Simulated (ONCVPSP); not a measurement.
# Varying the ONCV potential for copper

Base potential:

| Property | Result |
| --- | --- |
| Element | Cu |
| Generator | ONCVPSP 4.0.1 |
| Type | optimised norm-conserving Vanderbilt (ONCV) |
| Functional | PBE |
| Relativity | non-relativistic |
| Frozen core | [Ar] |
| Valence charge | 11 |
| Reference configuration | 3d10 4s1 |
| Partial waves | 4s: rc 1.85 bohr, ncon 4, nbas 7, qcut 3.7 1/bohr, 3 projectors, debl 1.5 Ha; p scattering state at 0.07 Ha: rc 1.60 bohr, ncon 3, nbas 7, qcut 5.6 1/bohr, 2 projectors, debl 0.5 Ha; 3d: rc 1.20 bohr, ncon 4, nbas 9, qcut 12.5 1/bohr, 2 projectors, debl 0.7 Ha |
| Local potential | polynomial inside 0.85 bohr (lpopt 3, dvloc0 3 Ha) |
| Core correction | Teter function, fcfact 5.75, rcfact 1.8 |

All-electron outer shells of the reference configuration (PBE, non-relativistic, ld1.x):

```csv
shell,level (eV),outermost node (bohr),outermost maximum (bohr)
3p,-71.10,0.26,0.63
3d,-5.21,–,0.60
4s,-4.44,0.90,2.33
```

Cutoffs, loose and tight: the cutoffs (Ha) at which the residual kinetic energy of the hardest occupied pseudo-wave falls to 1 and 0.1 mHa per electron. They do not see the model core or the augmentation charge, which bear on the density cutoff. Test errors are all-electron minus pseudo excitation energies from the reference, over the configurations 3d10 4s0; 3d9 4s0; 3d8 4s0; 3d10 4s0 4p1. A dash means not determined; rows that change the core or the reference have their own tests. The largest error is taken over the tests solved by every variant that gives reliable tests at all: 3d10 4s0; 3d10 4s0 4p1; 3d9 4s0.

A true bound ghost makes a file unfit for plane-wave use even where its test errors are small: the radial tests pick states by their node count and pass the ghost by.

```tsv
change	outcome	cutoff, loose	cutoff, tight	bound ghosts	GHOST(+) flags above zero	largest test error (meV)
base	generated	65 Ha	73 Ha	s, p	s	-195
d: debl 1.1	generated	65 Ha	73 Ha	s, p	s	-195
d: nbas 8	generated	65 Ha	73 Ha	s, p	s	-213
core [Ne], valence charge 19; reference 3s2 3p6 3d10 4s0.5 4p0.5; waves now 3s+4s: rc 1.30 bohr, ncon 5, nbas 8, qcut 9.3 1/bohr, 2 projectors; 3p+4p: rc 1.20 bohr, ncon 3, nbas 7, qcut 11.8 1/bohr, 3 projectors, debl 1.5 Ha; 3d: rc 1.25 bohr, ncon 4, nbas 9, qcut 14.4 1/bohr, 1 projector; local potential polynomial inside 1.15 bohr (lpopt 3, dvloc0 -1 Ha)	generated	72 Ha	82 Ha	none	none	+1.7 over the solved tests; 1 of 4 tests not solved or not reliable
s: qcut 4.6; p: qcut 6.9; d: qcut 15.5	failed: ERROR pspot: first pseudo wave function has node, program will stop	–	–	–	–	–
core correction Teter function, fcfact 5.75, rcfact 1.02	generated	65 Ha	73 Ha	s, p	s	+67
core correction Teter function, fcfact 5.5, rcfact 1.2	generated	65 Ha	73 Ha	s, p	s	+61
local potential polynomial inside 0.95 bohr (lpopt 5, dvloc0 -1 Ha)	generated	65 Ha	73 Ha	s, p	s	-195
p: qcut 8.5	failed: ERROR pspot: first pseudo wave function has node, program will stop	–	–	–	–	–
```

(1) What comes out with this change to the base: d: ncon 5, nbas 10?

(2) What comes out with this change to the base: fully relativistic?

Results:

(1) outcome: generated; cutoff, loose: 69 Ha; cutoff, tight: 79 Ha; bound ghosts: s, p; GHOST(+) flags above zero: s; largest test error (meV): -305.

(2) outcome: generated; cutoff, loose: 65 Ha; cutoff, tight: 73 Ha; bound ghosts: s, p3/2, p1/2; GHOST(+) flags above zero: s; largest test error (meV): -190.
